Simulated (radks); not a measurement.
The numbers below are computed, except where a source is named.
Q: Species: Yb. Configuration: [Xe] 4f14 6s2 (the NIST ground configuration). Level of theory: Dirac Kohn-Sham, AM05, spin-unpolarised, spherical densities, finite nucleus; Fermi nuclear charge, rms radius 5.3108 fm (a radial shooting solver on a logarithmic mesh with Libxc functionals). Some entries of the table are withheld. Estimate them.

orbital,occ.,eigenvalue (eV),<r> (bohr),<1/r> (bohr^-1)
1s1/2,2,-61099.81,0.01968,80.56
2s1/2,2,-10347.41,0.08280,19.45
2p1/2,2,-9873.072,0.06875,19.43
2p3/2,4,-8827.456,0.07625,16.68
3s1/2,2,-2331.712,0.2164,7.127
3p1/2,2,-2121.842,0.2062,7.047
3p3/2,4,-1899.950,0.2202,6.341
3d3/2,4,-1541.544,0.1935,(1)
3d5/2,6,-1493.017,0.1979,(2)
4s1/2,2,-458.1272,0.4881,2.986
4p1/2,2,-373.1905,(3),2.877
4p3/2,4,-322.7939,(4),2.629
4d3/2,4,(5),0.5536,2.407
4d5/2,6,(6),0.5652,2.347
5s1/2,2,-54.8621,1.209,1.106
5p1/2,2,-31.8712,1.367,0.9670
5p3/2,4,-25.7346,1.488,0.8778
6s1/2,2,-3.8768,3.918,0.3205
4f5/2,6,(7),0.7773,1.750
4f7/2,8,(8),0.8031,1.713

A: 
(1) 3d3/2 <1/r> (bohr^-1): 6.232
(2) 3d5/2 <1/r> (bohr^-1): 6.061
(3) 4p1/2 <r> (bohr): 0.4957
(4) 4p3/2 <r> (bohr): 0.5283
(5) 4d3/2 eigenvalue (eV): -182.8541
(6) 4d5/2 eigenvalue (eV): -173.6769
(7) 4f5/2 eigenvalue (eV): -3.8344
(8) 4f7/2 eigenvalue (eV): -2.5156
